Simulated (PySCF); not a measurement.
Ge(F)3(OH) (F3GeHO), SMILES [OH][Ge]([F])([F])[F]. Heavy atoms are numbered as in [OH:1][Ge:2]([F:3])([F:4])[F:5]. Hydrogens are named by the atom that carries them.

Coordinates come from a PBE-D3(BJ)/def2-SVP optimisation. This is a generated structure with no PubChem entry under its InChIKey; it may be hypothetical. One conformer was computed; it need not be the lowest.

The numbers are results of HF/pcSseg-1 run with PySCF, not measurements.

GIAO shieldings, no solvent; atoms alike by connectivity are averaged. δ = σ(ref) − σ: ¹⁷O against H2O (σ = 333.0 ppm); ⁷³Ge against GeH4 (σ = 1776.1 ppm); ¹⁹F against CFCl3 (σ = 238.5 ppm); ¹H against TMS (σ = 31.99 ppm), references at their B3LYP-D3(BJ)/def2-TZVP geometries, non-relativistic.

```csv
atoms,nucleus,count,δ (ppm)
O1 (OH),¹⁷O,1,[?]
Ge2,⁷³Ge,1,[?]
F3,¹⁹F,3,-147.4
H on O1,¹H,1,3.17
```

### Question
Complete the blanks. (The exact figures need the calculation; the answer reports its results.)

### Answer

- Ge2, δ (ppm): 126.3
- O1 (OH), δ (ppm): 20.7
